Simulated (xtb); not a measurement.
CH₃ClGa, doublet, from a rough starting geometry (GFN-xTB shapes and energies of metal compounds can be far from the true ones) (the spin is typed, not shown lowest); xtb with GFN2-xTB.

Input for xtb:
```
$ xtb mol.xyz --gfn 2 --uhf 1 --opt vtight --json

# file mol.xyz
6

Ga     0.85303511    -0.61355909     1.06057070
C     -0.04467225     0.62594822    -0.45142164
H     -0.93799791     1.05993466    -0.03268849
H     -0.31269993    -0.01952943    -1.33583464
H      0.62328449     1.48708784    -0.81865606
Cl    -0.28590397    -2.39394526     1.53409080
```

Q: Write the output that xtb gives for this input, abridged.

A: 
```
   ID    Z sym.   atoms
    1   31 Ga     1
    2    6 C      2
    3    1 H      3-5
    4   17 Cl     6

           -------------------------------------------------
          |                Calculation Setup                |
           -------------------------------------------------

           -------------------------------------------------
          |                 G F N 2 - x T B                 |
           -------------------------------------------------

          ...................................................
          :                      SETUP                      :
          :.................................................:
          :  # basis functions                  27          :
          :  # atomic orbitals                  25          :
          :  # shells                           11          :
          :  # electrons                        17          :
          :  max. iterations                   250          :
          :  Hamiltonian                  GFN2-xTB          :
          :  restarted?                      false          :
          :  GBSA solvation                  false          :
          :  PC potential                    false          :
          :  electronic temp.          300.0000000     K    :
          :  accuracy                    1.0000000          :
          :  -> integral cutoff          0.2500000E+02      :
          :  -> integral neglect         0.1000000E-07      :
          :  -> SCF convergence          0.1000000E-05 Eh   :
          :  -> wf. convergence          0.1000000E-03 e    :
          :  Broyden damping             0.4000000          :
          :  net charge                          0          :
          :  unpaired electrons                  1          :
          ...................................................

 iter      E             dE          RMSdq      gap      omega  full diag
   1     -9.4515511 -0.945155E+01  0.109E+01    4.09       0.0  T
   2     -9.4676891 -0.161380E-01  0.722E+00    4.68       1.0  T
   3     -9.4661383  0.155081E-02  0.468E+00    4.16       1.0  T
   4     -9.4794982 -0.133599E-01  0.486E-01    4.44       1.0  T
   5     -9.4798557 -0.357510E-03  0.300E-01    4.44       1.0  T
   6     -9.4799005 -0.447964E-04  0.834E-02    4.45       1.0  T
   7     -9.4799025 -0.204143E-05  0.573E-02    4.45       1.0  T
   8     -9.4799055 -0.302336E-05  0.235E-02    4.45       1.7  T
[...]
 * total energy  :    -9.4370211 Eh     change       -0.1669318E-06 Eh
 * total energy  :    -9.4370213 Eh     change       -0.1618046E-06 Eh
 * total energy  :    -9.4370214 Eh     change       -0.1548412E-06 Eh
 * total energy  :    -9.4370216 Eh     change       -0.1480340E-06 Eh
 * total energy  :    -9.4370217 Eh     change       -0.1433370E-06 Eh
 * total energy  :    -9.4370218 Eh     change       -0.1165541E-06 Eh
 * total energy  :    -9.4370219 Eh     change       -0.1139108E-06 Eh
 * total energy  :    -9.4370221 Eh     change       -0.1099978E-06 Eh
 * total energy  :    -9.4370222 Eh     change       -0.1066178E-06 Eh
 * total energy  :    -9.4370223 Eh     change       -0.1041541E-06 Eh
 * total energy  :    -9.4370224 Eh     change       -0.1016525E-06 Eh
 * total energy  :    -9.4370225 Eh     change       -0.9895454E-07 Eh
   *** GEOMETRY OPTIMIZATION CONVERGED AFTER 28 ITERATIONS ***
         :: total energy              -9.437022463320 Eh    ::
[...]
                  HL-Gap            0.1627801 Eh            4.4295 eV
             Fermi-level           -0.3157559 Eh           -8.5922 eV

     #   Z          covCN         q      C6AA      α(0)
     1  31 Ga       1.577     0.198   220.276    33.710
     2   6 C        3.562    -0.173    24.902     7.274
     3   1 H        0.925     0.064     2.158     2.297
     4   1 H        0.925     0.064     2.151     2.294
     5   1 H        0.925     0.067     2.120     2.277
     6  17 Cl       0.790    -0.219   105.928    15.744

 Mol. C6AA /au·bohr⁶  :       1156.815758
 Mol. C8AA /au·bohr⁸  :      68705.942144
 Mol. α(0) /au        :         63.596315

Wiberg/Mayer (AO) data.
largest (>0.10) Wiberg bond orders for each atom

 ---------------------------------------------------------------------------
     #   Z sym  total        # sym  WBO       # sym  WBO       # sym  WBO
 ---------------------------------------------------------------------------
     1  31 Ga   2.173 --     6 Cl   1.205     2 C    0.820
     2   6 C    3.786 --     5 H    0.948     3 H    0.942     4 H    0.942
                             1 Ga   0.820     6 Cl   0.135
     3   1 H    0.996 --     2 C    0.942
     4   1 H    0.996 --     2 C    0.942
     5   1 H    0.996 --     2 C    0.948
     6  17 Cl   1.347 --     1 Ga   1.205     2 C    0.135
 ---------------------------------------------------------------------------

Topologies differ in total number of bonds
Writing topology from bond orders to xtbtopo.mol

molecular dipole:
                 x           y           z       tot (Debye)
 q only:        0.390       0.848      -0.350
   full:        0.534       1.029      -0.382       3.102
molecular quadrupole (traceless):
                xx          xy          yy          xz          yz          zz
 q only:        2.950      -1.385      -3.727       1.446       3.455       0.777
  q+dip:        3.636      -1.693      -4.562       2.357       3.616       0.926
   full:        4.103      -2.743      -5.732       1.849       5.445       1.630

optimized geometry written to: xtbopt.xyz

           -------------------------------------------------
          | TOTAL ENERGY               -9.437022463320 Eh   |
          | GRADIENT NORM               0.000036951938 Eh/α |
          | HOMO-LUMO GAP               4.429473018486 eV   |
           -------------------------------------------------

normal termination of xtb
```
